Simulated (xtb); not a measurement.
Here is a job for xtb.
```
$ xtb mol.xyz --gfn 1 --grad --json

# file mol.xyz
4

B      0.00000000     0.00000000    -0.00000000
H     -1.13586369    -0.05694986    -0.25006823
H      0.42206688    -0.56959653     0.92378735
H      0.71379681     0.62654639    -0.67371912
```

**Question.** What does this run give for the partial charges in atom order, total energy?

**Answer.** 
The partial charges in atom order is B1 0.23, H2 -0.08, H3 -0.08, H4 -0.08 and the total energy comes out as -2.9428 Eh.
